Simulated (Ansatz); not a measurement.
```yaml
crystal:
  periodic: [false, false, false]
  atoms:
    - {symbol: Na, position_ang: [-1.744043, -1.059782, 0.154707]}
    - {symbol: Na, position_ang: [0.504565, -0.513224, 3.159081]}
    - {symbol: Na, position_ang: [-2.642623, -0.564823, -3.656015]}
    - {symbol: Na, position_ang: [2.543678, 1.259099, 0.788706]}
    - {symbol: Na, position_ang: [0.170691, 0.680889, -2.258917]}
    - {symbol: F, position_ang: [-1.575087, -0.439364, -1.826346]}
    - {symbol: F, position_ang: [1.671329, 1.221602, -1.030160]}
    - {symbol: F, position_ang: [-1.055801, -1.136786, 2.039081]}
    - {symbol: F, position_ang: [2.127292, 0.552388, 2.629864]}
basis:
  gaussian: {orbitals: def2-TZVP, initial_orbitals: start.molden}
magnetization: {spin_polarized: true, initial_magnetization: 1}
hamiltonian: {xc: {name: wB97M-V}}
scf: {omitted_lower_state_checks: [starts]}
output: {orbitals: {seedname: orbitals}}
```

The file start.molden holds the orbitals of an earlier run on this structure, at another level or in another basis.

```sh
$ ansatz run in.yaml --threads 4 --pin off --events-out ev --progress --plain --max-ram 4787MiB
```

Does this run fit into the memory that it is given?

No. It has 284 basis functions, and Ansatz plans for 6 GiB where 5 GiB are given.
